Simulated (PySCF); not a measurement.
Molecule: `FC1C[SiH2]C1`, C3H7FSi.

Mapped SMILES: `[F:1][CH:2]1[CH2:3][SiH2:4][CH2:5]1`; H(Xn) means a hydrogen on atom n. Ha(C3), Ha(Si4), Ha(C5) are cis to F1 on the ring; Hb(C3), Hb(Si4), Hb(C5) are trans to F1 on the ring.

Geometry PBE0-D3(BJ)/def2-SVP throughout; GIAO in PySCF 2.14.0 with density-fitted response routines, gas phase, one conformer, non-relativistic; equivalent atoms averaged; functional PBE0.

For orientation, cc-pVTZ gives these absolute shieldings σ: F1 326.1, C2 100.5, C3/C5 166.2, Si4 419.6, H(C2) 26.33, Ha(Si4) 26.81, Hb(Si4) 27.07, Ha(C3)/Ha(C5) 29.78, Hb(C3)/Hb(C5) 29.59 ppm.

A run gave: F1 415.3, C2 168.4, C3/C5 217.2, Si4 554.3, H(C2) 30.14, Ha(Si4) 30.46, Hb(Si4) 30.53, Ha(C3)/Ha(C5) 31.56, Hb(C3)/Hb(C5) 31.95 ppm (absolute shieldings σ).

Question: Which basis set was used in that run?
A. STO-3G
B. pcSseg-1
C. IGLO-III
D. pcSseg-2

Answer: A. C2 tells them apart best: STO-3G gives 168.4, pcSseg-1 gives 97.9, IGLO-III gives 94.5, pcSseg-2 gives 94.1 ppm.
